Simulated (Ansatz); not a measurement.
Mulliken charges of CH₂ClFTe (`FC(Cl)[TeH]`) from r2SCAN/def2-TZVPP in Ansatz (PBE0-D4/def2-TZVP geometry).

```csv
atom,x (Å),y (Å),z (Å),charge (e)
F1,0.152,-1.791,-0.270,-0.175
C2,0.335,-0.455,-0.128,0.103
Cl3,1.273,-0.136,1.329,-0.104
Te4,-1.638,0.448,-0.118,0.069
H5,0.915,-0.087,-0.972,0.114
H6,-0.994,1.957,0.113,-0.008
```

Problem. By hand: the dipole of these point charges (1 e Å = 4.8032 D).

Solution. Σ q r = (-0.125, 0.286, -0.224) e Å, of length 0.384 e Å = 1.84 D.

Problem. How does the dipole of the full density compare? (Estimate.)

Solution. The calculation gave: (-0.026, 0.227, -0.186) e Å, 1.42 D; the point charges give 1.30 times that, at 14° from its direction.

Point charges leave out the atoms' own dipoles, such as those of lone pairs, and Mulliken's split depends on the basis, so the two needn't agree.
